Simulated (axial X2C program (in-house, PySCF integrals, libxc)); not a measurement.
# Excited states of CsBr by EOM-EE-CCSD

Calculated with an in-house all-electron X2C program for linear molecules (integrals from PySCF): two-component X2C with atomic mean-field Coulomb and Gaunt terms, Gaussian nuclei, basis Cs dyall-acv3z, Br dyall-acv3z with contracted cores.

R = 3.075 Å (near the PBE0 minimum at charge 0 of the determinant lowest at the starting distance; the state shown can have its own minimum elsewhere).

Hartree–Fock spinors of CsBr (one of each Kramers pair; a window near the gap, which can cut inner shells):

```csv
ω,occupied,ε (eV),character
1/2,yes,-19.58,97% Cs p
3/2,yes,-17.85,99% Cs p
1/2,yes,-17.74,"94% Cs p, 2% Br p"
1/2,yes,-8.81,"92% Br p, 4% Cs d, 2% Cs p"
1/2,yes,-8.32,"91% Br p, 5% Cs d, 2% Cs p"
3/2,yes,-8.25,"95% Br p, 4% Cs d"
1/2,no,-0.29,"68% Cs s, 31% Cs p"
1/2,no,0.09,"95% Cs p, 5% Cs d"
3/2,no,0.09,"95% Cs p, 5% Cs d"
1/2,no,0.12,"64% Cs p, 35% Cs s"
1/2,no,0.31,"61% Cs s, 34% Cs p, 5% Cs d"
1/2,no,0.34,"84% Cs p, 15% Cs d"
```

Vertical excitation energies from the closed-shell determinant state of CsBr:

```csv
Ω,excitation (eV),cm⁻¹,hole of the leading pair,particle of the leading pair,weight of the pair (for Ω = 0 its time-reversed partner can hold as much again),singles weight
2,4.829,38947,95% Br pπ,"80% Cs sσ, 17% Cs pσ",0.94,0.94
1,4.830,38953,"62% Br pσ, 27% Br pπ","80% Cs sσ, 18% Cs pσ",0.68,0.94
0⁻,4.830,38955,"62% Br pσ, 27% Br pπ","80% Cs sσ, 18% Cs pσ",0.47,0.95
1,4.838,39022,95% Br pπ,"80% Cs sσ, 17% Cs pσ",0.67,0.94
0⁺,4.867,39259,"57% Br pσ, 33% Br pπ","80% Cs sσ, 18% Cs pσ",0.47,0.94
0⁻,5.267,42480,"68% Br pπ, 25% Br pσ","80% Cs sσ, 17% Cs pσ",0.47,0.94
1,5.271,42518,"69% Br pπ, 25% Br pσ","80% Cs sσ, 17% Cs pσ",0.94,0.94
0⁺,5.284,42619,"63% Br pπ, 30% Br pσ","80% Cs sσ, 17% Cs pσ",0.47,0.94
2,6.029,48628,95% Br pπ,"72% Cs pπ, 27% Cs dπ",0.95,0.95
3,6.048,48782,95% Br pπ,"74% Cs pπ, 26% Cs dπ",0.95,0.95
2,6.086,49085,"57% Br pσ, 33% Br pπ","71% Cs pπ, 28% Cs dπ",0.95,0.95
```

This point took 62 s on 1 thread of Arm Neoverse V2 (shared host).

Reference electrons by ω block (each with its −ω partner): 1/2: 29, 3/2: 13, 5/2: 3. 16 electrons of CsBr correlated (inner shells frozen), 88 natural virtual spinors (a truncated set); levels can be off by some tenths of an eV. Roots sought by Ω: (0: 5, 1: 4, 2: 3, 3: 1); the list ends where they run out and leaves out roots under 60 % singles weight. The solver can skip a root, and states that need a further excitation, which the method places far too high, are missing though they may lie low or lowest. T1 of the reference 0.005 (Lee–Taylor). Some roots did not converge and are left out. Number of frozen shells: Cs 4 s, 3 p, 2 d; Br 3 s, 2 p, 1 d.
